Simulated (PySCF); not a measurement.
Simulated C 1s region for `CC[Si@@H](N)O`, binding energy against the vacuum level.

Every computed line was given a Gaussian of 0.4 eV full width at half maximum and an area set by the number of equivalent atoms; the highest printed point is 100. Computed, not measured: delta-SCF UKS SCAN, pcX-2 on the ionised atom, pcseg-1 elsewhere, spin-free X2C (PySCF).

(binding energy (eV), intensity): (289.3, 0), (289.4, 2), (289.5, 7), (289.6, 23), (289.7, 53), (289.8, 86), (289.9, 100), (290.0, 85), (290.1, 62), (290.2, 59), (290.3, 80), (290.4, 99), (290.5, 91), (290.6, 60), (290.7, 28), (290.8, 9), (290.9, 2), (291.0, 0)

How many maxima does the curve show, and how many computed lines lie under it?

The curve has 2 maxima (at 289.9 and 290.4 eV). Under it lie 2 lines from 2 inequivalent carbon sites.

Decompose the envelope and assign each component. Numbering: `[CH3:1][CH2:2][Si@@H:3]([NH2:4])[OH:5]`.

```csv
position (eV),relative area,line,atoms,environment
289.89,1,C 1s,C2,sp3 carbon bound to silicon
290.43,1,C 1s,C1,methyl carbon
```

What are the centre and the root-mean-square width of the whole band?

The area-weighted mean of the lines is 290.16 eV. Their own spread about it is 0.27 eV (rms) and each Gaussian has σ = 0.4/2.355 = 0.17 eV; the variances add, which gives 0.32 eV.

Above which line width would these two lines show one maximum?

Two equal Gaussians merge once their distance is under 2σ = FWHM/1.177. With 0.54 eV between them that is a full width over 0.64 eV.

Lowest listed C 1s: C2, bonded to C, 2 H and Si. Highest, 0.54 eV above it: C1, bonded to C and 3 H. Summing the Pauling electronegativity differences to the bonded atoms, each weighted by its formal bond order, gives -1.35 for the lowest site and -1.05 for the highest.

The curve has no shake-up lines and no vibrational structure. The structure is a single GFN2-xTB conformer in the gas phase; no vibrational or solvent corrections.

The values belong to the conformer `[CH3:1][CH2:2][Si@@H:3]([NH2:4])[OH:5]`: C1–C2–Si3–N4 -173°, H–N4–Si3–C2 -52°, H–N4–Si3–C2 173°, H–O5–Si3–C2 -62°.
